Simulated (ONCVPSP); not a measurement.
Ca (Z = 20), ONCV: configuration errors across variants

calcium, optimised norm-conserving Vanderbilt (ONCV), made with ONCVPSP 4.0.1 (BLYP, scalar-relativistic). Core [Ne], reference 3s2 3p6 4s1.5 (charge +0.5). Waves: 3s+4s: rc 2.25 bohr, ncon 4, nbas 7, qcut 6.4 1/bohr, 2 projectors; 3p: rc 1.30 bohr, ncon 5, nbas 9, qcut 6.4 1/bohr, 2 projectors, debl 1.3 Ha; d scattering state at 0.06 Ha: rc 2.10 bohr, ncon 4, nbas 8, qcut 5.3 1/bohr, 2 projectors, debl 4 Ha; f scattering state at 0.32 Ha: rc 1.80 bohr, ncon 3, nbas 7, qcut 5.5 1/bohr, 3 projectors, debl 2.8 Ha. Local part: polynomial inside 1.20 bohr (lpopt 5, dvloc0 4 Ha). Core correction: Teter function fitted to the true core (icmod 2), fcfact 0.7.

In the d channel the program set the typed energies aside and used -0.179, 3.821 Ha.

All-electron excitation energies from the reference (eV): (1) 3s2 3p6 4s2 -2.442; (2) 3s2 3p6 4s1 3.787; (3) 3s2 3p6 4s0 15.745.

Errors AE − PS in meV (a dash: test not solved or not reliable):

```csv
change,(1),(2),(3),bound ghosts,GHOST(+) flags above zero
base,0.0,-0.3,-2.7,none,none
"all radii but the core radius scaled by about 0.78 (s 1.76, p 1.02, d 1.64, f 1.42 bohr); local potential polynomial inside 0.94 bohr (lpopt 5, dvloc0 4 Ha)",0.0,-0.2,-1.7,none,p
"all radii but the core radius scaled by about 0.85 (s 1.92, p 1.10, d 1.78, f 1.54 bohr); local potential polynomial inside 1.02 bohr (lpopt 5, dvloc0 4 Ha)",0.0,-0.2,-2.2,none,f
"all radii but the core radius scaled by about 1.07 (s 2.42, p 1.40, d 2.26, f 1.92 bohr); local potential polynomial inside 1.28 bohr (lpopt 5, dvloc0 4 Ha)",0.0,-0.3,-2.9,none,none
"all radii but the core radius scaled by about 1.15 (s 2.58, p 1.50, d 2.40, f 2.06 bohr); local potential polynomial inside 1.38 bohr (lpopt 5, dvloc0 4 Ha)",+0.1,-0.3,-3.0,none,none
"all radii but the core radius scaled by about 1.21 (s 2.72, p 1.56, d 2.54, f 2.18 bohr); local potential polynomial inside 1.44 bohr (lpopt 5, dvloc0 4 Ha)",+0.1,-0.3,-3.0,none,none
"all radii but the core radius scaled by about 1.27 (s 2.86, p 1.66, d 2.68, f 2.28 bohr); local potential polynomial inside 1.52 bohr (lpopt 5, dvloc0 4 Ha)",+0.1,-0.3,-3.2,none,none
"all radii but the core radius scaled by about 1.31 (s 2.96, p 1.70, d 2.76, f 2.36 bohr); local potential polynomial inside 1.58 bohr (lpopt 5, dvloc0 4 Ha)",+0.1,-0.3,-3.4,none,none
```

Give the same row for: all radii but the core radius scaled by about 0.89 (s 2.00, p 1.16, d 1.86, f 1.60 bohr); local potential polynomial inside 1.06 bohr (lpopt 5, dvloc0 4 Ha).

0.0, -0.2, -2.3; bound ghosts: none; GHOST(+) flags above zero: f.
